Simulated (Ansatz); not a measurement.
Input file for Ansatz (a first-principles code): R-wB97M-V/def2-TZVPPD on H5OP (a complex), monomers drawn apart or pushed together. Files ending in .json are basis or fitting sets from the Basis Set Exchange.

Ansatz 0.2 input:
```yaml
crystal:
  periodic: [false, false, false]
  atoms:
    - {symbol: O, position_ang: [0.26315868, -0.07788423, -0.54251780]}
    - {symbol: H, position_ang: [0.12421123, 0.00005789, 0.41181916]}
    - {symbol: H, position_ang: [1.14486876, 0.27479035, -0.69841306]}
    - {symbol: P, position_ang: [-0.54795817, 0.16219132, 3.30038656]}
    - {symbol: H, position_ang: [0.08775919, -0.55488373, 4.34282704]}
    - {symbol: H, position_ang: [-0.67543813, 1.35749425, 4.04874368]}
    - {symbol: H, position_ang: [-1.84546134, -0.30692360, 3.61673656]}
basis:
  gaussian:
    orbitals: def2-TZVPPD.json
hamiltonian:
  xc: {name: wB97M-V}
scf: {lower_state_search: off}
```

It printed:

```
WARN ansatz: RAYON_NUM_THREADS=2 ignored (pool sized by the plan → 2); use --threads N
Functional definition: wB97M-V
these checks for a lower state are left out or cut short: stability, starts, cluster_reference, orbital_swaps, neighbouring_geometries, increment
integrals: 0.08 GiB planned
804 factors; their error is unknown
integrals: 0.11 GiB planned
252 factors; integrals over basis functions are off by at most 3.2e-5 eV
mean field: 0.76 GiB planned
mean field evaluation 1: about -11413.2776 eV, gradient 4.5e1 eV
mean field evaluation 2: about -11412.6252 eV, gradient 5.1e1 eV
mean field evaluation 4: about -11416.6897 eV, gradient 6.0e-1 eV
mean field evaluation 8: about -11416.6937 eV, gradient 4.0e-1 eV
mean field evaluation 16: about -11416.6938 eV, gradient 1.2e-5 eV
mean field -11416.69382324 eV, -419.5557594911 hartree, gradient 3.6e-6 eV, S^2 0.000000; 0 other end points of the search recorded, 0 dependent functions left out
reference -11416.69388347 eV, -419.5557617045 hartree; 14, 14 occupied and 159, 159 virtual orbitals, 804 factors
Total energy: -11416.69388347 eV, -419.5557617045 hartree
Checks for a lower state left out: stability, starts, cluster_reference, orbital_swaps, neighbouring_geometries, increment
```

The calculation finished and met its thresholds.

Cost: around 5 core-seconds (rough).
